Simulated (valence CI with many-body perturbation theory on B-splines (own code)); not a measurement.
**Er XXXVI: one-electron terms**

Calculated by relativistic CI+MBPT: five valence electrons over a frozen Dirac-Fock core [Ar] 3d10, radial functions for each j: 11 s, 11 p, 10 d, 8 f, 5 g, 2 h, with the one-electron correlation potential Σ1, the two-electron term Σ2, the three-electron term Σ3, Breit, model QED; selected CI, second order for the rest, scaled by the run's own slope (own B-spline code, finite nucleus).

No measured spectrum was set against this ion. As an estimate, large intervals hold to a few tenths of a per cent, small ones and those within an open d or f shell to about a per cent. Among the levels kept, up to 2100 cm⁻¹ of a level comes from second order outside the variational space, and about a tenth of that is noise between levels of different J, which matters for small intervals.

These are the spectroscopic orbitals of the CI (the correlating ones are not listed), shaped by the core and the other valence electrons. h is the expectation value of the core's Dirac-Fock operator, without the valence repulsion; Σ1 is computed up to l = 3 at one energy for each symmetry, that of its lowest orbital but kept below the first core excitation, so for empty shells it is not the orbital's own correlation shift; Breit and QED include the response of the core.

```
Orbital  h (hartree)  Σ1 (cm⁻¹)  Breit (cm⁻¹)  QED (cm⁻¹)  ⟨r⟩ (bohr)
  4s1/2      -68.304     -13698          9479        7142      0.4539
  5s1/2      -40.674      -4874          4157        3192      0.7700
  6s1/2      -26.999      -2340          2145        1677       1.172
  7s1/2      -19.231      -1327          1267         995       1.656
  8s1/2      -14.393       -830           811         639       2.223
  9s1/2      -11.176       -555           550         434       2.873
  4p1/2      -65.224     -14368         14781         113      0.4527
  5p1/2      -39.178      -5178          6554        55.9      0.7785
  6p1/2      -26.172      -2535          3460        31.1       1.188
  7p1/2      -18.727      -1452          2064        19.0       1.680
  8p1/2      -14.064       -915          1331        12.5       2.255
  9p1/2      -10.949       -615           909         8.6       2.914
  4p3/2      -62.827     -12656          8892         776      0.4716
  5p3/2      -38.061      -4755          3976         354      0.8027
  6p3/2      -25.561      -2370          2274         191       1.218
  7p3/2      -18.357      -1371          1363         115       1.715
  8p3/2      -13.822       -869           882        74.8       2.296
  9p3/2      -10.783       -587           603        51.3       2.959
  4d3/2      -57.977     -14128          6430        -366      0.4621
  5d3/2      -35.748      -5249          2935        -159      0.8096
  6d3/2      -24.286      -2650          1603       -85.4       1.238
  7d3/2      -17.579      -1545           973       -51.2       1.749
  8d3/2      -13.313       -985           635       -33.2       2.343
  4d5/2      -57.463     -13485          3975       -91.4      0.4673
  5d5/2      -35.501      -5023          1754       -33.9      0.8159
  6d5/2      -24.148      -2538           958       -16.5       1.246
  7d5/2      -17.494      -1481           577        -9.3       1.758
  8d5/2      -13.257       -945           375        -5.8       2.354
  4f5/2      -52.286     -13549          2352        -209      0.4326
  5f5/2      -33.197      -4355          1031         -99      0.7995
  6f5/2        -22.9      -2148           548       -55.4       1.244
  7f5/2      -16.737      -1251           328       -34.1       1.771
  4f7/2      -52.164     -13089           854        -116      0.4346
  5f7/2      -33.127      -4208           384       -52.6      0.8018
  6f7/2      -22.857      -2079           210       -28.8       1.247
  7f7/2       -16.71      -1213           127       -17.5       1.774
  5g7/2       -31.98                     75.7       -19.0      0.7384
  6g7/2      -22.209                     64.4       -13.3       1.191
  7g7/2      -16.308                     46.5        -9.2       1.727
  5g9/2      -31.953                    -16.2         0.3      0.7394
  6g9/2      -22.193                    -13.1        -2.0       1.192
  7g9/2      -16.298                     -9.8        -2.0       1.729
  6h9/2      -22.049                                            1.076
 6h11/2      -22.039                                            1.077
```

Among the shells of the start configuration 4s2 4p3, Σ1 is largest in size for 4p1/2, where it is 0.10 % of h.

Lowest root of each symmetry, sizes in configuration state functions:

```csv
J,Parity,Roots,Reference,Variational,Second order,Change by selected CI (cm⁻¹),Change by second order (cm⁻¹)
1/2,even,11,64,31999,1194235,-12225,-197
3/2,even,15,107,31990,1777119,-11842,-397
5/2,even,14,118,31991,2292661,-8966,-613
7/2,even,8,96,31980,2393228,-12061,-743
9/2,even,4,67,31998,2085251,-12551,-458
11/2,even,1,31,31991,2127123,-21375,-230
1/2,odd,22,92,32000,1219603,-9606,-327
3/2,odd,35,158,31993,2380598,-8151,-599
5/2,odd,35,180,31997,3158509,-7522,-921
7/2,odd,28,166,31990,3518038,-13530,-1291
9/2,odd,14,122,31990,3106059,-14744,-804
11/2,odd,5,74,32000,2417984,-14765,-593
```
